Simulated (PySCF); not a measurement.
Job for PySCF: R-B3LYP/6-31G* on C2H4 (SMILES C=C).

```python
from pyscf import gto, scf, dft, mp
from pyscf.data.elements import chemcore

mol = gto.M(
    atom='''
    C     0.37314402    0.25876232    0.06213617
    C    -0.34393599   -0.83910783    0.24960452
    H    -0.07468209    1.17791070   -0.29574088
    H     1.43727313    0.28469253    0.26315393
    H     0.10391927   -1.75658241    0.61181444
    H    -1.40888836   -0.86497179    0.05307955
    ''',
    basis='6-31g*',
    cart=True,
    charge=0, spin=0, verbose=3, max_memory=1800)
mf = dft.RKS(mol, xc='b3lyp')
mf.conv_tol = 1e-8
mf.max_cycle = 100
mf.kernel()
if not mf.converged:
    mf = mf.newton().run(mf.mo_coeff, mf.mo_occ)
```

Program output:

```
converged SCF energy = -78.5873545773308
```

The run converged.

Cost: about 1.7 core-seconds (a rough figure).
